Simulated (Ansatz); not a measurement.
CH₇OSbSi (`C[O][SbH][SiH3]`). Total charge 0; spin multiplicity 1. Sb: def2 effective core potential.

```
atom   x (Å)   y (Å)   z (Å)
  C1  -1.732  -1.434  -0.372
  O2  -0.699  -0.727   0.266
 Sb3   0.974  -0.458  -0.760
 Si4   1.690   1.428   0.848
  H5  -2.171  -0.864  -1.203
  H6  -1.403  -2.408  -0.762
  H7  -2.519  -1.617   0.366
  H8   0.326   0.717  -1.846
  H9   0.564   2.363   1.095
 H10   2.142   0.836   2.134
 H11   2.830   2.162   0.234
```

Q: What are the harmonic wavenumbers in cm⁻¹ at PBE0-D4/def2-TZVP (Ansatz, finite differences of forces, unscaled)? (Estimate.)

A: Ansatz gave: 36, 81, 99, 146, 238, 307, 391, 482, 545, 603, 660, 851, 930, 940, 1110, 1174, 1191, 1471, 1486, 1496, 1894, 2212, 2231, 2243, 2980, 3031, 3092.

Q: Is this a minimum?

A: Yes, all 27 modes are real.

Q: Give the ideal-gas thermochemistry at 298.15 K and 1 bar (rigid rotor, harmonic oscillator; point group C1, symmetry number 1).

A: Zero-point energy 190.9 kJ/mol; H(298) − E = 214.5 kJ/mol; entropy 383.5 J/(mol·K), of which translation 174.0, rotation 115.9, vibration 93.7; G(298) − E = 100.2 kJ/mol. Modes under 100 cm⁻¹ are hindered rotations or soft bends, so the harmonic entropy is rough.
